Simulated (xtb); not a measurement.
Br4Zr, charge +1, doublet, geometry from GFN2-xTB (such geometries of metal compounds can be far from the true shape) (the multiplicity is a formal guess). Base run: GFN2-xTB (xtb).

Geometry (Å):
```xyz
5

Zr     0.0000     0.0000     0.0000
Br     1.9694    -0.5366    -1.4482
Br     0.7588     0.2856     2.3678
Br    -1.0675     2.1194    -0.7953
Br    -1.6607    -1.8683    -0.1243
```
Charge +1, spin multiplicity 2.
All else is at xtb's defaults.
Base energy -17.70351 Eh.

Variants of this job, named by their change:

```tsv
change	ΔE vs base (kJ/mol)	SCF cycles
base	0.00	14
gbsa = water	-216.6	14
acc = 30	0.00	11
file = coord	0.00	14
acc = 1000	0.02	11
acc = 0.0001	0.00	22
```

ALPB and GBSA are two models with their own fitted parameters for each solvent, which aren't always the measured dielectric constant.
